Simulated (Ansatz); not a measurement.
Be₄F₆⁺ (the lowest doublet isomer of a short search), 10 atoms. Hardware: 4 threads of Intel Xeon 6975P-C on a shared host.

Correlated methods freeze 6 core orbitals.

Task: How many basis functions does each of these Ansatz runs have, and roughly what does it cost? MP2/def2-TZVP, charge 1 doublet, energy, from earlier orbitals; r2SCAN-D4/def2-TZVP, charge 1 doublet, energy, from earlier orbitals; r2SCAN0-D4/def2-TZVP, charge 1 doublet, energy, from earlier orbitals; PBE0-D4/def2-TZVP, charge 1 doublet, energy, from earlier orbitals; CCSD(T)/def2-SVP, charge 1 doublet, energy, from earlier orbitals; r2SCAN-D4/def2-SVP, charge 1 doublet, relaxation, 6 steps; CAM-B3LYP-D4/def2-TZVP, charge 1 doublet, energy, from earlier orbitals; BHLYP-D4/def2-TZVP, charge 1 doublet, energy, from earlier orbitals; PBE-D4/def2-SVP, charge 1 doublet, energy with a search over starts; PBE0-D4/def2-SVP, charge 1 doublet, energy, from earlier orbitals; HF/STO-3G, charge 1 doublet, energy; PBE-D4/def2-SVP, charge 1 doublet, energy, from earlier orbitals.

Result: Other jobs shared the machine, so times can vary by a factor of up to 3. A dash marks memory too small to be measured apart from the calling script's.

```json
{"run": "HF/STO-3G, charge 1 doublet, energy", "functions": "50", "fitting or Cholesky vectors": "752", "wall time": "0.4 s", "peak host memory (GiB)": "–"}
{"run": "PBE-D4/def2-SVP, charge 1 doublet, energy, from earlier orbitals", "functions": "120", "fitting or Cholesky vectors": "1424", "wall time": "1.1 s", "peak host memory (GiB)": "–"}
{"run": "PBE-D4/def2-SVP, charge 1 doublet, energy with a search over starts", "functions": "120", "fitting or Cholesky vectors": "1424", "wall time": "1.8 s", "peak host memory (GiB)": "–"}
{"run": "PBE0-D4/def2-SVP, charge 1 doublet, energy, from earlier orbitals", "functions": "120", "fitting or Cholesky vectors": "1272", "wall time": "2.1 s", "peak host memory (GiB)": "–"}
{"run": "BHLYP-D4/def2-TZVP, charge 1 doublet, energy, from earlier orbitals", "functions": "262", "fitting or Cholesky vectors": "1614", "wall time": "5.5 s", "peak host memory (GiB)": "1.1"}
{"run": "PBE0-D4/def2-TZVP, charge 1 doublet, energy, from earlier orbitals", "functions": "262", "fitting or Cholesky vectors": "1500", "wall time": "5.5 s", "peak host memory (GiB)": "1.1"}
{"run": "MP2/def2-TZVP, charge 1 doublet, energy, from earlier orbitals", "functions": "262", "fitting or Cholesky vectors": "1858", "wall time": "5.5 s", "peak host memory (GiB)": "0.88"}
{"run": "r2SCAN-D4/def2-TZVP, charge 1 doublet, energy, from earlier orbitals", "functions": "262", "fitting or Cholesky vectors": "1500", "wall time": "6 s", "peak host memory (GiB)": "–"}
{"run": "CAM-B3LYP-D4/def2-TZVP, charge 1 doublet, energy, from earlier orbitals", "functions": "262", "fitting or Cholesky vectors": "1500", "wall time": "6.5 s", "peak host memory (GiB)": "1.2"}
{"run": "r2SCAN0-D4/def2-TZVP, charge 1 doublet, energy, from earlier orbitals", "functions": "262", "fitting or Cholesky vectors": "1500", "wall time": "7.5 s", "peak host memory (GiB)": "1.2"}
{"run": "r2SCAN-D4/def2-SVP, charge 1 doublet, relaxation, 6 steps", "functions": "120", "fitting or Cholesky vectors": "1424", "wall time": "8.5 s", "peak host memory (GiB)": "–"}
{"run": "CCSD(T)/def2-SVP, charge 1 doublet, energy, from earlier orbitals", "functions": "120", "fitting or Cholesky vectors": "1272", "wall time": "54 s", "peak host memory (GiB)": "2.6"}
```
